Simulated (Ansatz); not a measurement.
Total energies of the cluster Pb₃Se₃ (the lowest singlet isomer of a short search) from Ansatz at r2SCAN-D4/def2-TZVP, gas phase (1 Eh = 27.2114 eV = 2625.5 kJ/mol). The reference geometry is relaxed at r2SCAN-D4/def2-SVP.

Cartesian coordinates in Å:
```
Pb 0.737 1.620 -0.502
Pb -0.033 -0.924 1.601
Pb -1.301 -1.283 -2.029
Se 1.351 1.334 2.109
Se 1.220 -1.246 -1.061
Se -1.975 0.501 -0.117
```

```tsv
state	geometry	energy (Eh)
charge 0 singlet	reference	-7783.84293
charge 1 doublet	reference	-7783.57160
charge -1 doublet	reference	-7783.90419
charge 0 triplet	relaxed at r2SCAN-D4/def2-SVP	-7783.78711
charge 0 quintet	relaxed at r2SCAN-D4/def2-SVP	-7783.70722
free Pb atom (triplet)	–	-192.92630
free Se atom (triplet)	–	-2401.47526
```

In the def2 sets Pb takes a core potential; there is no spin–orbit coupling.

Work out the vertical ionisation energy to the doublet.

E(charge 1 doublet) − E(charge 0 singlet) = -7783.57160 − (-7783.84293) = 0.27133 Eh = 7.38 eV. For comparison, −ε of the highest occupied level is 5.26 eV at this level, 2.12 eV less.

Work out the vertical electron affinity, to the doublet.

E(charge 0 singlet) − E(charge -1 doublet) = -7783.84293 − (-7783.90419) = 0.06126 Eh = 1.67 eV. The basis lacks diffuse functions, which makes affinities too small.

Give the fundamental gap IE − EA, the Mulliken electronegativity (IE + EA)/2 and the hardness (IE − EA)/2.

From the values in Eh: IE − EA = 0.27133 − 0.06126 = 0.21007 Eh = 5.72 eV; (IE + EA)/2 = 4.53 eV; (IE − EA)/2 = 2.86 eV. The HOMO–LUMO gap of the same run is 1.79 eV, 3.93 eV smaller than the fundamental gap.

Which of the charge 0 states is lowest, and how far above it are the others?

The singlet. triplet: -7783.78711 − (-7783.84293) = 0.05582 Eh = 146.6 kJ/mol; quintet: -7783.70722 − (-7783.84293) = 0.13571 Eh = 356.3 kJ/mol. The quintet differs in its bonds from the reference.

What is the binding energy per atom against free atoms?

Atoms: 3 × (-192.92630) + 3 × (-2401.47526) = -7783.20468 Eh. Binding: -7783.20468 − (-7783.84293) = 0.63825 Eh = 17.37 eV, or 2.89 eV for each of 6 atoms (no zero-point energy, no counterpoise term).

At r2SCAN-D4/def2-TZVP the highest occupied level of the charge -1 doublet lies above zero (up to 0.28 eV). By energy differences its removal costs 1.67 eV (vertical, to the charge 0 singlet, at r2SCAN-D4/def2-TZVP); self-interaction error and the lack of diffuse functions both raise the level.  

The structure comes from a short search, and lower isomers may exist.
